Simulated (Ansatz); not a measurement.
C$_{3}$H$_{11}$NZr, SMILES `[CH3][Zr]([CH3])([CH3])[NH2]`. The species carries charge 0 and has multiplicity 1. Zr takes the def2 core potential. The geometry is a stationary point of PBE0-D4/def2-TZVP. It is one conformer, not always the lowest.

```xyz
16

C    -0.681   -1.925    0.509
Zr    0.194    0.077    0.068
C    -1.138    1.605    0.981
C     0.268    0.252   -2.149
N     2.056    0.117    0.866
H    -0.740   -2.125    1.586
H    -1.701   -1.985    0.106
H    -0.101   -2.739    0.059
H    -0.626    2.219    1.731
H    -1.986    1.117    1.479
H    -1.549    2.285    0.224
H    -0.125    1.220   -2.483
H    -0.354   -0.530   -2.605
H     1.279    0.147   -2.559
H     2.315    0.516    1.760
H     2.889   -0.252    0.428
```

Question: What is the dipole moment at ωB97M-V/def2-TZVPP? (Estimate.)

Answer: Computed: 1.37 D, with components (1.23, 0.38, 0.46) D in this frame, pointing from negative to positive charge.

Question: And with PBE, r2SCAN, B3LYP? (Best estimate.)

Answer: The calculation gave: PBE 1.33 D, r2SCAN 1.31 D, B3LYP 1.33 D.

Question: Give the Mulliken charges with ωB97M-V, B3LYP, r2SCAN in def2-TZVPP. (Best estimate.)

Answer: Computed: 
```
atom  ωB97M-V  B3LYP  r2SCAN
  C1    -0.61  -0.54   -0.47
 Zr2     1.03   1.10    1.06
  C3    -0.59  -0.55   -0.47
  C4    -0.60  -0.55   -0.47
  N5    -0.46  -0.51   -0.57
  H6     0.12   0.09    0.07
  H7     0.12   0.09    0.07
  H8     0.12   0.09    0.07
  H9     0.11   0.09    0.07
 H10     0.12   0.10    0.07
 H11     0.11   0.09    0.07
 H12     0.11   0.09    0.07
 H13     0.11   0.09    0.07
 H14     0.11   0.09    0.06
 H15     0.11   0.13    0.15
 H16     0.11   0.13    0.15
```

B3LYP here is the variant with VWN-RPA as its local correlation; programs differ in this.
